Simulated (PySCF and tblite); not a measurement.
Values are calculated unless marked as measured or tabulated.
System: C8H12O2, numbered as in [CH3:1][CH2:2][CH2:3][CH2:4][CH2:5][C:6]#[C:7][C:8](=[O:9])[OH:10].

Motion: shift of H on O10 from O10 to O9. GFN2-xTB gives an electronic barrier of 33.6 kcal/mol and a reaction energy of 0.0 kcal/mol.

Tunnelling of the moving H, left out here, will speed the real process. In real samples such hydrogens mostly exchange between molecules or through solvent, far faster than by this path. DFT energies on a tight-binding saddle of a bond shift can be off by several kcal/mol.

PBE0/pcSseg-1 + D3(BJ) on GFN2-xTB geometries gives 33.1 kcal/mol and k(298 K) = 5.6×10⁻¹⁰ s⁻¹.

**Question.** What does BHandHLYP/pcSseg-1 + D3(BJ) give on GFN2-xTB geometries?

**Answer.** A barrier of 39.7 kcal/mol, 6.6 above the first DFT barrier (from unrounded values), a reaction energy of 0.0 kcal/mol and, with GFN2-xTB thermal terms, ΔG‡(298 K) = 36.7 kcal/mol and k = 7.8×10⁻¹⁵ s⁻¹ (1 equivalent path).

Programs: tblite and PySCF.
